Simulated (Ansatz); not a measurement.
Molecule: sum formula H$_{2}$Si$_{2}$OCl$_{4}$ (charge 0, singlet). 
Structure (B3LYP-D3(BJ)/def2-TZVP (Ansatz, a quantum-chemistry and plane-wave program) minimum search):
SMILES: Cl[SiH](Cl)O[SiH](Cl)Cl
```xyz
9

Cl    -1.8741    -0.7845     1.2080
Si    -1.4800    -0.2706    -0.7301
Cl    -2.0737     1.6567    -1.0532
O      0.1141    -0.3986    -1.0170
Si     1.6089    -0.1798    -0.4191
Cl     1.6604     1.5310     0.6970
Cl     2.1066    -1.7718     0.7594
H     -2.1994    -1.1632    -1.6366
H      2.5544    -0.0774    -1.5289
```

Property: atomisation energy (electronic, to ground-state atoms); the coupled-cluster value holds the core correlation from cc-pwCVTZ, in kJ/mol. Correlated levels leave the core frozen unless marked. Open shells are spin-unrestricted. Spin-orbit coupling is left out. Non-relativistic. Basis-set limits of correlation are two-point, X^-3; Hartree-Fock from the larger set.

Level to compare with: CCSD(T)/CBS(cc-pV(T+d)Z,cc-pV(Q+d)Z) plus the core term (Ansatz), 3258.5 kJ/mol. It is a level with limits of its own, and the differences hold the functionals' basis error too.

Q: Rank these functionals by how close they come to CCSD(T)/CBS(cc-pV(T+d)Z,cc-pV(Q+d)Z), closest first: CAM-B3LYP/def2-TZVPD (Ansatz); revPBE/def2-TZVPD (Ansatz); LC-wPBE/def2-TZVPD (Ansatz).

A: LC-wPBE/def2-TZVPD (range-separated hybrid, 3165.8 kJ/mol, difference -92.7), CAM-B3LYP/def2-TZVPD (range-separated hybrid, 3150.3 kJ/mol, difference -108.2), revPBE/def2-TZVPD (GGA, 3054.8 kJ/mol, difference -203.7)
